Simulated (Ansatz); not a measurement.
Consider the ligand exchange at the Si–N bond: `O[SiH](F)N[SiH2]F` + CH₃OH → `CO[SiH](O)F` + `N[SiH2]F`.

Gas-phase electronic energies from Ansatz, PBE0-D4/def2-TZVP geometries. CCSD(T)/CBS is the MP2 limit (def2-TZVPP, def2-QZVPP) plus CCSD(T) − MP2 in def2-TZVPP, frozen cores. This one scheme is used for every species. Functionals use def2-TZVPP. One conformer a species, not always the lowest.

`O[SiH](F)N[SiH2]F`:

Z-matrix (Å, degrees):
```
Si
F 1 1.587
N 1 1.712 2 111.0
O 1 1.630 2 103.3 3 120.8
H 1 1.475 2 108.4 3 -117.9
Si 3 1.712 1 128.5 2 -114.9
H 3 1.013 1 115.8 2 66.3
H 4 0.958 1 117.8 2 -171.9
F 6 1.601 3 111.4 1 -94.4
H 6 1.477 3 108.9 1 23.3
H 6 1.479 3 109.7 1 148.3
```

CH₃OH:

Cartesian coordinates in Å:
```
C 0.117 0.034 0.335
O -0.811 0.073 -0.724
H -0.412 0.347 1.235
H 0.959 0.719 0.178
H 0.513 -0.975 0.506
H -0.367 -0.198 -1.530
```

`CO[SiH](O)F`:

Cartesian coordinates in Å:
```
C -0.236 0.762 1.412
O -0.439 -0.256 0.454
Si 0.138 -0.250 -1.063
O -0.115 -1.707 -1.724
F 1.694 0.095 -0.995
H -0.715 1.697 1.104
H 0.830 0.948 1.576
H -0.685 0.437 2.351
H -0.483 0.759 -1.935
H 0.012 -2.486 -1.180
```

`N[SiH2]F`:

```xyz
7

N     0.399    0.493   -0.834
Si   -0.242   -0.406    0.453
F    -0.572    0.451    1.769
H    -0.180    1.070   -1.421
H     1.361    0.788   -0.850
H     0.764   -1.409    0.866
H    -1.530   -0.988    0.017
```

```
           level  ΔE (kJ/mol)  difference from CCSD(T)/CBS
     LDA (SPW92)        -44.9                         -2.1
          PBE-D4        -40.8                          2.0
       revPBE-D4        -39.3                          3.5
    CAM-B3LYP-D4        -49.1                         -6.3
         ωB97X-V        -45.6                         -2.8
         ωB97M-V        -45.2                         -2.4
            PBE0        -42.9                         -0.1
         r2SCANh        -46.1                         -3.3
           BHLYP        -50.7                         -7.9
       CAM-B3LYP        -51.3                         -8.5
CCSD(T)/def2-SVP        -41.6                          1.2
  MP2/def2-TZVPP        -44.2                         -1.4
 CCSD/def2-TZVPP        -44.5                         -1.7
   HF/def2-QZVPP        -52.2                         -9.4
    HF/CBS(def2)        -52.3                         -9.5
  CCSD/CBS(def2)        -44.0                         -1.2
     CCSD(T)/CBS        -42.8                            0
```

Largest T1 diagnostic among the species: 0.012.

Leaving LDA and LC-ωPBE aside and taking each functional with its dispersion term where it has one, the values spread over 9.9 kJ/mol, from CAM-B3LYP-D4 to revPBE-D4. In def2-TZVPP, CCSD(T) changes the Hartree–Fock value by +8.8 kJ/mol (the triples alone add +1.2 kJ/mol) and MP2 by +7.9 kJ/mol.
